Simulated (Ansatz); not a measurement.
Reaction (hydrogenolysis of the Si–Si bond): `C[SiH](F)[SiH2]S` + H₂ → `C[SiH2]F` + `[SiH3]S`

Program: Ansatz. Geometries: PBE0-D4/def2-TZVP. ΔE: electronic, gas phase. CCSD(T)/CBS adds triple-zeta CCSD(T) − MP2 to the extrapolated MP2 energy (def2 sets, frozen cores). This one scheme is used for every species. DFT in def2-TZVPP. B3LYP here is the variant with VWN-RPA as its local correlation; programs differ in this. Each species was taken in one conformer, which may not be the lowest.

CCSD(T)/CBS gives -27.3 kJ/mol.

Another level gave -30.7 kJ/mol. Which?
A. HF/def2-TZVPP
B. B3LYP/def2-TZVPP
C. MP2/def2-TZVPP
D. PBE-D4/def2-TZVPP

C. MP2/def2-TZVPP -30.7, B3LYP -39.5, HF/def2-TZVPP -63.0, PBE-D4 -10.0 kJ/mol.

Largest T1 diagnostic among the species: 0.012.

The D4 term adds +15.2 kJ/mol with B3LYP and +8.8 kJ/mol with PBE0; it sums over pairs of atoms, weighted by their polarisabilities, and B3LYP, whose exchange is more repulsive, gets the larger term. In def2-TZVPP, CCSD(T) changes the Hartree–Fock value by +31.7 kJ/mol (the triples alone add +6.0 kJ/mol) and MP2 by +32.2 kJ/mol.
